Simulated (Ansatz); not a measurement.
A nudged elastic band was laid between two geometries of C₂H₅BN₂ (10 atoms, charge 0, multiplicity 1).

Theory: RKS r2SCAN-D4/6-31G (Ansatz).

```json
{"movable images": "9", "climbing image": "yes", "spring": "0.5 eV/Å²", "optimiser": "quadratic models (default)", "start path": "through a guess of the saddle point", "force threshold": "0.03 eV/Å", "iteration limit": "44", "end points": "relaxed"}
```

First end point:

```xyz
10
Properties=species:S:1:pos:R:3
N -1.665 -0.076 0.760
C -0.241 -0.492 0.768
B 0.663 0.069 -0.363
C 1.819 0.360 -1.220
N 0.660 0.937 -1.570
H -1.778 0.927 0.888
H -2.152 -0.373 -0.082
H -0.207 -1.593 0.755
H 0.185 -0.228 1.749
H 2.799 0.417 -1.682
```

Last end point:

```xyz
10
Properties=species:S:1:pos:R:3
N -1.559 0.179 0.708
C -0.270 -0.504 0.680
B 0.691 0.112 -0.362
C 1.882 0.415 -1.156
N 0.745 1.010 -1.544
H -1.893 0.533 -0.177
H -2.277 -0.227 1.291
H -0.325 -1.596 0.457
H 0.205 -0.449 1.674
H 2.884 0.476 -1.567
```

Task: Which bonds break or form, and what moves?

Result: No bond is made or broken. The dihedral H7–N1–C2–H8 goes from -63 to 52°.

Task: Give the energies along the band, and the barrier.

Result: The forces met the threshold. The highest image is number 4 of 0 to 10, 0.031 eV above the first end and 0.046 eV above the last; the last end lies 0.015 eV below the first. Another band between the same ends (9 images) ends at a top of the same energy, where a vibrational analysis finds 1 clearly imaginary mode. Limits of this set-up: no polarisation functions.

```csv
image,path coordinate (Å),energy (eV),dihedral H7–N1–C2–H8 (°)
0,0.00,0.000,-63
1,0.26,0.003,-52
2,0.52,0.013,-39
3,0.79,0.025,-24
4,1.05,0.031,-7
5,1.24,0.028,5
6,1.43,0.018,18
7,1.62,0.007,28
8,1.81,-0.004,37
9,2.00,-0.012,45
10,2.19,-0.015,52
```

Task: What is the geometry of the highest image?

Result: 
```xyz
10
Properties=species:S:1:pos:R:3
N -1.612 0.058 0.757
C -0.243 -0.480 0.750
B 0.676 0.083 -0.361
C 1.832 0.367 -1.217
N 0.731 1.096 -1.448
H -1.733 0.933 0.267
H -2.349 -0.607 0.574
H -0.273 -1.579 0.665
H 0.254 -0.304 1.724
H 2.800 0.381 -1.707
```

Run time: 5 min on 1 CPU thread of a shared host.
